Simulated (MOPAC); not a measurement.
MOPAC input (AM1):

```
AM1 1SCF UHF MS=0.5 GEO-OK AUX(PRECISION=9) THREADS=1
CH7OSi2

C    -2.53269000 1    0.08726900 1    0.04206600 1
Si   -0.93032000 1   -0.66215500 1   -0.43633400 1
O     0.28614000 1    0.25773200 1    0.16349900 1
Si    1.89286800 1    0.50477300 1    0.34151800 1
H    -3.48510400 1   -0.34485600 1   -0.24576900 1
H    -2.60049700 1    0.99345200 1    0.63312800 1
H    -0.80778900 1   -0.74293800 1   -1.91511000 1
H    -0.81545100 1   -2.04453400 1    0.09695100 1
H     2.53956600 1    0.65224300 1   -0.98372200 1
H     2.51180300 1   -0.63748500 1    1.05452400 1
H     2.08882900 1    1.74198700 1    1.12702600 1
```

Output:

```
 *******************************************************************************
 **                                                                           **
 **                              MOPAC v23.2.5                                **
 **                                                                           **
 *******************************************************************************
 ** MOPAC's Digital Object Identifier: https://doi.org/10.5281/zenodo.6511958 **
 **                                                                           **
 ** Please cite the open-source release paper for use of this MOPAC version:  **
 ** J. E. Moussa and J. J. P. Stewart (2026)                                  **
 ** MOPAC: An open-source semiempirical molecular orbital program             **
 ** J. Open Source Softw., 11(119), 8025, https://doi.org/10.21105/joss.08025 **
 *******************************************************************************

                              AM1 CALCULATION RESULTS

 *******************************************************************************
 *  AM1        - The AM1 Hamiltonian to be used
 *  GEO-OK     - OVERRIDE INTERATOMIC DISTANCE AND OTHER SAFETY CHECKS
 *  UHF        - UNRESTRICTED HARTREE-FOCK CALCULATION
 *  MS=        - IN MECI, MAGNETIC COMPONENT OF SPIN =  0.5
 *  1SCF       - DO 1 SCF AND THEN STOP
 *  AUX        - OUTPUT AUXILIARY INFORMATION
 *******************************************************************************
AM1 1SCF UHF MS=0.5 GEO-OK AUX(PRECISION=9) THREADS=1
 CH7OSi2

   ATOM   CHEMICAL          X               Y               Z
  NUMBER   SYMBOL      (ANGSTROMS)     (ANGSTROMS)     (ANGSTROMS)

     1       C         -2.53269000  *   0.08726900  *   0.04206600  *
     2      Si         -0.93032000  *  -0.66215500  *  -0.43633400  *
     3       O          0.28614000  *   0.25773200  *   0.16349900  *
     4      Si          1.89286800  *   0.50477300  *   0.34151800  *
     5       H         -3.48510400  *  -0.34485600  *  -0.24576900  *
     6       H         -2.60049700  *   0.99345200  *   0.63312800  *
     7       H         -0.80778900  *  -0.74293800  *  -1.91511000  *
     8       H         -0.81545100  *  -2.04453400  *   0.09695100  *
     9       H          2.53956600  *   0.65224300  *  -0.98372200  *
    10       H          2.51180300  *  -0.63748500  *   1.05452400  *
    11       H          2.08882900  *   1.74198700  *   1.12702600  *

          CARTESIAN COORDINATES

    NO.       ATOM           X           Y           Z

     1         C         -2.5327      0.0873      0.0421
     2        Si         -0.9303     -0.6622     -0.4363
     3         O          0.2861      0.2577      0.1635
     4        Si          1.8929      0.5048      0.3415
     5         H         -3.4851     -0.3449     -0.2458
     6         H         -2.6005      0.9935      0.6331
     7         H         -0.8078     -0.7429     -1.9151
     8         H         -0.8155     -2.0445      0.0970
     9         H          2.5396      0.6522     -0.9837
    10         H          2.5118     -0.6375      1.0545
    11         H          2.0888      1.7420      1.1270

  H: (AM1): M.J.S. DEWAR ET AL, J. AM. CHEM. SOC. 107 3902-3909 (1985)
  C: (AM1): M.J.S. DEWAR ET AL, J. AM. CHEM. SOC. 107 3902-3909 (1985)
  O: (AM1): M.J.S. DEWAR ET AL, J. AM. CHEM. SOC. 107 3902-3909 (1985)
 Si: (AM1): M.J.S.DEWAR, C. JIE, ORGANOMETALLICS, 6, 1486-1490 (1987).

           Empirical Formula: C H7 O Si2  =    11 atoms

      MOLECULAR POINT GROUP   :   Cs

          UHF CALCULATION, NO. OF ALPHA ELECTRONS =   13
                           NO. OF BETA  ELECTRONS =   12

 -------------------------------------------------------------------------------
 AM1 1SCF UHF MS=0.5 GEO-OK AUX(PRECISION=9) THREADS=1
 CH7OSi2

     1SCF WAS SPECIFIED, SO BFGS WAS NOT USED
     SCF FIELD WAS ACHIEVED

                              AM1 CALCULATION
                                                       MOPAC v23.2.5 Linux

          FINAL HEAT OF FORMATION =        -47.05264 KCAL/MOL =    -196.86826 KJ/MOL

          COSMO AREA              =        143.29 SQUARE ANGSTROMS
          COSMO VOLUME            =        136.33 CUBIC ANGSTROMS

          IONIZATION POTENTIAL    =          9.821248 EV
          ALPHA SOMO LUMO (EV)    =         -9.821  0.926
          BETA  SOMO LUMO (EV)    =        -10.634  0.587
          NO. OF ALPHA ELECTRONS  =         13
          NO. OF BETA  ELECTRONS  =         12
          MOLECULAR WEIGHT        =         91.2367         POINT GROUP:  Cs

          MOLECULAR DIMENSIONS (Angstroms)

            Atom       Atom       Distance
            H     9    H     5     6.15105
            H    11    H     7     3.94392
            H     6    H     8     2.65396

          SCF CALCULATIONS        =          1

   ATOM   CHEMICAL          X               Y               Z
  NUMBER   SYMBOL      (ANGSTROMS)     (ANGSTROMS)     (ANGSTROMS)

     1       C         -2.53269000  *   0.08726900  *   0.04206600  *
     2      Si         -0.93032000  *  -0.66215500  *  -0.43633400  *
     3       O          0.28614000  *   0.25773200  *   0.16349900  *
     4      Si          1.89286800  *   0.50477300  *   0.34151800  *
     5       H         -3.48510400  *  -0.34485600  *  -0.24576900  *
     6       H         -2.60049700  *   0.99345200  *   0.63312800  *
     7       H         -0.80778900  *  -0.74293800  *  -1.91511000  *
     8       H         -0.81545100  *  -2.04453400  *   0.09695100  *
     9       H          2.53956600  *   0.65224300  *  -0.98372200  *
    10       H          2.51180300  *  -0.63748500  *   1.05452400  *
    11       H          2.08882900  *   1.74198700  *   1.12702600  *

                             CARTESIAN COORDINATES

   1    C       -2.532690000     0.087269000     0.042066000
   2   Si       -0.930320000    -0.662155000    -0.436334000
   3    O        0.286140000     0.257732000     0.163499000
   4   Si        1.892868000     0.504773000     0.341518000
   5    H       -3.485104000    -0.344856000    -0.245769000
   6    H       -2.600497000     0.993452000     0.633128000
   7    H       -0.807789000    -0.742938000    -1.915110000
   8    H       -0.815451000    -2.044534000     0.096951000
   9    H        2.539566000     0.652243000    -0.983722000
  10    H        2.511803000    -0.637485000     1.054524000
  11    H        2.088829000     1.741987000     1.127026000

           Empirical Formula: C H7 O Si2  =    11 atoms

      MOLECULAR POINT GROUP   :   Cs

          ALPHA EIGENVALUES
 -35.99129 -27.74381 -18.65352 -15.91823 -15.33747 -14.55757 -14.36591 -13.45244
 -12.18487 -12.15494 -10.93051 -10.82080  -9.82125   0.92573   1.49145   1.69180
   1.69798   1.79065   2.19432   2.27707   3.70389   4.68927   4.82638

           BETA EIGENVALUES
 -36.00331 -25.90846 -18.64493 -15.90555 -15.30969 -14.46908 -14.21330 -13.18824
 -11.96188 -11.85518 -10.78615 -10.63401   0.58717   0.88402   1.63848   1.72509
   1.86571   1.95215   2.38433   2.58243   3.71211   5.09335   5.48120

              NET ATOMIC CHARGES AND DIPOLE CONTRIBUTIONS

  ATOM NO.   TYPE          CHARGE      No. of ELECS.   s-Pop       p-Pop
    1          C          -0.561903        4.5619     1.35896     3.20294
    2         Si           1.307932        2.6921     0.77738     1.91469
    3          O          -0.883386        6.8834     1.78706     5.09632
    4         Si           1.172822        2.8272     0.80562     2.02156
    5          H           0.106999        0.8930     0.89300
    6          H           0.115407        0.8846     0.88459
    7          H          -0.261438        1.2614     1.26144
    8          H          -0.261662        1.2617     1.26166
    9          H          -0.254760        1.2548     1.25476
   10          H          -0.254699        1.2547     1.25470
   11          H          -0.225315        1.2253     1.22531
 DIPOLE           X         Y         Z       TOTAL
 POINT-CHG.     0.806    -0.673    -0.423     1.132
 HYBRID        -0.819     0.433     0.275     0.967
 SUM           -0.014    -0.240    -0.148     0.282

          ATOMIC ORBITAL ELECTRON POPULATIONS

     Atom    s        px        py        pz
    1  C   1.35896   1.13000   1.05221   1.02073
    2 Si   0.77738   0.56210   0.64925   0.70334
    3  O   1.78706   1.46098   1.78687   1.84847
    4 Si   0.80562   0.51443   0.75628   0.75085
    5  H   0.89300
    6  H   0.88459
    7  H   1.26144
    8  H   1.26166
    9  H   1.25476
   10  H   1.25470
   11  H   1.22531

                    (SZ)    =    0.500000
                    (S**2)  =    0.766675

          ATOMIC ORBITAL SPIN POPULATIONS

    Atom   Total    s     px     py     pz
         Atomic
    1  C  1.1696  0.063  0.071  0.334  0.701
    2 Si -0.1290 -0.029 -0.044 -0.027 -0.029
    3  O -0.0037 -0.000  0.000 -0.002 -0.002
    4 Si -0.0023 -0.001 -0.001 -0.000 -0.000
    5  H -0.0571 -0.057
    6  H -0.0574 -0.057
    7  H  0.0397  0.040
    8  H  0.0401  0.040
    9  H -0.0001 -0.000
   10  H -0.0001 -0.000
   11  H  0.0003  0.000

 **********************
 *                    *
 * JOB ENDED NORMALLY *
 *                    *
 **********************

 == MOPAC DONE ==
```

The geometry given is a B3LYP-D3(BJ)/def2-TZVP minimum.
